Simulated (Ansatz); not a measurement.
Molecule: sum formula SiN$_{2}$H$_{4}$F$_{2}$ (charge 0, singlet). 
Structure (B3LYP-D3(BJ)/def2-TZVP (Ansatz, a first-principles code) minimum search):
SMILES: N[Si](N)(F)F
```xyz
9

Si    -0.0012    -0.0081    -0.0030
F      0.3503    -0.5884    -1.4490
F     -0.6248    -1.2597     0.7691
N     -1.1963     1.1814     0.0597
N      1.4596     0.5910     0.5924
H     -2.1730     0.9472     0.1243
H     -1.0427     2.1072    -0.3029
H      1.5152     1.0739     1.4733
H      2.3450     0.2109     0.3017
```
Charge 0, spin multiplicity 1.

Basis-set convergence of Hartree-Fock and MP2 correlation energies (hartree) with Ansatz. Cores are frozen in the correlated levels unless marked. Spin-orbit coupling is left out. Non-relativistic.

| basis | functions | E(HF) | E(corr, MP2) |
|---|---|---|---|
| aug-cc-pV(D+d)Z | 160 | -599.31106 | -0.86786 |
| aug-cc-pV(T+d)Z | 331 | … | … |

**Question.** Some entries are withheld; supply them.

**Answer.** 
- aug-cc-pV(T+d)Z, E(HF): -599.42184
- aug-cc-pV(T+d)Z, E(corr, MP2): -1.07004
